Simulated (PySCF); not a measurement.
Isomers of C5H11BO3 and their computed core-level spectra.

Method: delta-SCF UKS SCAN, pcX-2 on the ionised atom, pcseg-1 elsewhere, spin-free X2C in PySCF. Geometries: PBE0-D3(BJ)/def2-SVP; isolated species, one conformer each.

Line lists (1s up to Mg, 2p3/2 beyond; areas count atoms within a level, one atom standing for each set equivalent by bonding):
1. B 1s: 196.97 eV; C 1s: 290.03 (area 1), 290.19 (area 2), 291.74 (area 1), 292.05 (area 1) eV; O 1s: 538.17 (area 1), 538.89 (area 2) eV
2. B 1s: 197.65 eV; C 1s: 290.43 (area 1), 290.61 (area 1), 290.90 (area 1), 292.19 (area 1), 292.42 (area 1) eV; O 1s: 538.13 (area 1), 538.43 (area 1), 538.71 (area 1) eV
3. B 1s: 197.79 eV; C 1s: 290.43 (area 1), 290.75 (area 1), 290.78 (area 1), 292.16 (area 1), 292.35 (area 1) eV; O 1s: 538.29 (area 1), 538.57 (area 1), 539.15 (area 1) eV
4. B 1s: 197.48 eV; C 1s: 290.51 (area 2), 292.09 (area 1), 292.51 (area 2) eV; O 1s: 538.11 (area 1), 538.51 (area 2) eV

Structures:
A. `CC(C)[C@H]1COB(O)O1`
B. `B1(OCC[C@@H](O1)CC)O`
C. `CO[C@H]1C[C@@H](B(O)O)C1`
D. `CC(C)OB1OCCO1`

Task: Match each list to its structure.

Result: 
- 1 = C: no other candidate has these counts of sites. B 1s: 196.97 three-coordinate boron; C 1s: 290.03 sp3 carbon bound to boron, 290.19 four-membered-ring carbon (×2), 291.74 sp3 carbon bound to oxygen, 292.05 methoxy carbon; O 1s: 538.17 ether oxygen, 538.89 boron-bound oxygen (×2).
- 2 = B: another candidate has the same counts of sites, so positions decide. B 1s: 197.65 three-coordinate boron; C 1s: 290.43 methyl carbon, 290.61 chain CH2 carbon, 290.90 ring CH2 carbon, 292.19 sp3 carbon bound to oxygen, 292.42 sp3 carbon bound to oxygen; O 1s: 538.13 boron-bound oxygen, 538.43 boron-bound oxygen, 538.71 boron-bound oxygen.
- 3 = A: another candidate has the same counts of sites, so positions decide. B 1s: 197.79 three-coordinate boron; C 1s: 290.43 methyl carbon, 290.75 sp3 CH carbon, 290.78 methyl carbon, 292.16 sp3 carbon bound to oxygen, 292.35 sp3 carbon bound to oxygen; O 1s: 538.29 boron-bound oxygen, 538.57 boron-bound oxygen, 539.15 boron-bound oxygen.
- 4 = D: no other candidate has these counts of sites. B 1s: 197.48 three-coordinate boron; C 1s: 290.51 methyl carbon (×2), 292.09 sp3 carbon bound to oxygen, 292.51 sp3 carbon bound to oxygen (×2); O 1s: 538.11 boron-bound oxygen, 538.51 boron-bound oxygen (×2).
